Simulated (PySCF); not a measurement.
Gas-phase reaction: 2 InI + HI → InH + InI3

Energies from PySCF, thermal terms from the rigid-rotor harmonic-oscillator model, ideal gas at 1 bar. † marks an energy on the PBE0/def2-TZVP geometry and frequencies. MP2 freezes the core. All species are closed-shell singlets. B3LYP is the form with VWN-RPA correlation. I, In: scalar-relativistic def2 core potential, no spin-orbit coupling. InH: computed as isolated molecules; such fragments, hydroxides, amides, oligomers or adducts are transient or little studied in the gas. MP2 isn't extrapolated to the basis-set limit.

M06-2X/def2-TZVP† gives ΔH°(298 K) = 19 kJ.

Problem. What do ωB97M-V/def2-TZVP†, B3LYP/def2-TZVP†, MP2/def2-SVP† give?

Solution. ωB97M-V/def2-TZVP†: 18 kJ; B3LYP/def2-TZVP†: 62 kJ; MP2/def2-SVP†: 4 kJ. For scale, ΔH°(298 K) is 19 kJ at this level, 18 kJ at ωB97M-V/def2-TZVP†, and runs from 4 to 85 kJ over the 18 levels computed.
